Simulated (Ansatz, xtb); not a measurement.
## Two isomers of C6H8F2

Structure X is `F[C@@H]1CC=C[C@@H](F)C1`, a singlet and structure Y is `F/C=C1/CCC[C@@H]1F`, a singlet. Both are isolated molecules in the gas phase, relaxed with B3LYP/def2-SVP; the shapes shown needn't be the lowest conformers.

X (Å):

```xyz
16

C    -0.7706   -0.8710    1.3134
C    -1.5338    0.4479    1.3062
C    -0.6236    1.6102    1.0074
C     0.5993    1.4756    0.4766
C     1.1861    0.1378    0.1145
C     0.1461   -0.9779    0.1043
F    -1.6719   -1.9273    1.3154
F     2.1872   -0.1831    1.0437
H    -0.1648   -0.9495    2.2331
H    -2.3336    0.3839    0.5437
H    -2.0480    0.5994    2.2699
H    -1.0000    2.6115    1.2430
H     1.2274    2.3550    0.3048
H     1.6883    0.1952   -0.8672
H    -0.4599   -0.9064   -0.8153
H     0.6565   -1.9529    0.0939
```

Y (Å):

```xyz
16

C    -0.7024   -0.4423    2.3064
C    -0.6859    0.2411    1.1634
C     0.1148    1.5036    0.8813
C    -0.4476    1.9959   -0.4704
C    -0.8732    0.6987   -1.1775
C    -1.5037   -0.1287   -0.0577
F    -1.4284   -1.5592    2.4606
F    -2.8286    0.2864    0.1199
H    -0.1420   -0.1808    3.2098
H     0.0323    2.2558    1.6813
H     1.1880    1.2604    0.7788
H    -1.3369    2.6234   -0.2996
H     0.2768    2.5913   -1.0457
H     0.0104    0.1633   -1.5671
H    -1.5758    0.8451   -2.0112
H    -1.5338   -1.2121   -0.2524
```

Task: Estimate which is lower in electronic energy at CCSD(T)/def2-SVP + ΔMP2/def2-TZVPP, and by roughly how much.

Result: The CCSD(T)/def2-SVP + ΔMP2/def2-TZVPP calculation puts structure X lower, by 34.5 kJ/mol.

The same difference at several levels:

| level | geometry | E(Y) − E(X) (kJ/mol) | departure from the last row (kJ/mol) | job, with rough time for the two |
| --- | --- | --- | --- | --- |
| GFN2-xTB | GFN2-xTB | +8.9 | −25.6 | optimisation, 0.15 s |
| HF/STO-3G | GFN2-xTB | −4.8 | −39.4 | single point, 0.44 s |
| r2SCAN-D4/def2-SVP | GFN2-xTB | +30.7 | −3.8 | single point, 4.1 s |
| B3LYP/def2-SVP | B3LYP/def2-SVP | +31.1 | −3.5 | optimisation, 42 s |
| HF/def2-SVP | B3LYP/def2-SVP | +41.5 | +7.0 | part of the CCSD(T) run |
| MP2/def2-SVP | B3LYP/def2-SVP | +29.5 | −5.0 | part of the CCSD(T) run |
| CCSD(T)/def2-SVP | B3LYP/def2-SVP | +31.5 | −3.0 | single point |
| CCSD(T)/def2-SVP + ΔMP2/def2-TZVPP | B3LYP/def2-SVP | +34.5 |  | single point, 2.3 min |

As drawn, both hold the same kinds of bond in the same numbers. Structure X has a 6-membered ring, Y a 5-membered ring.

HF/STO-3G puts the two in the other order. The largest departure from CCSD(T)/def2-SVP + ΔMP2/def2-TZVPP is that of HF/STO-3G, 39.4 kJ/mol. The last row adds to CCSD(T) the change of the MP2 difference between the two basis sets, here +3.0 kJ/mol.

With thermal terms from frequencies at re-optimised GFN2-xTB minima (ideal gas, soft modes damped towards free rotors, one conformer each, 298.15 K, 1 atm): on the last row, ΔE + ΔZPE = +34.5, ΔH = +35.4, ΔG = +33.1 kJ/mol.

The correlated steps freeze 8 core orbitals. Programs: Ansatz 0.2.0, xtb 6.7.1; the last row on 4 threads of Arm Neoverse V1 on a shared host.
